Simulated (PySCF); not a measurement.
## How methods differ on the ionisation energy of W⁷¹⁺

W⁷¹⁺ [He] 2s1 (2S) → W⁷²⁺ 1s2 (1S), as a difference of total energies. All numbers are calculated (PySCF 2.14, no relativity, point nucleus, in an even-tempered Gaussian basis (17 s from 51 bohr⁻², ratio 2.2; 8 p from 78 bohr⁻², ratio 2.4; 5 d from 230 bohr⁻², ratio 2.4; 5 f from 350 bohr⁻², ratio 2.4; 4 g from 520 bohr⁻², ratio 2.4)). Correlated levels: nothing frozen; virtual orbitals above 40 to 60 times the deepest correlated orbital energy dropped. The calculations carry no spin-orbit coupling.

```json
{"method": "UHF", "ionisation energy (eV)": "17831.7"}
{"method": "LDA", "ionisation energy (eV)": "17821.9"}
{"method": "PBE", "ionisation energy (eV)": "17837.8"}
{"method": "PBE0", "ionisation energy (eV)": "17836.4"}
{"method": "r2SCAN", "ionisation energy (eV)": "17827.5"}
{"method": "B97-3", "ionisation energy (eV)": "17832.2"}
{"method": "SCS-MP2 (all electrons)", "ionisation energy (eV)": "17831.9"}
```

Question: Estimate what MN15 gives.

Answer: 17839.6 eV, closest to PBE among the rows shown.

Question: Estimate what MP2 (all electrons) gives.

Answer: 17831.9 eV, closest to SCS-MP2 (all electrons) among the rows shown.

The gap to the reference is mostly relativistic.

For comparison: 19686.74 ± 0.2 eV (theoretical estimate listed by NIST; NIST Atomic Spectra Database, ionization energies).
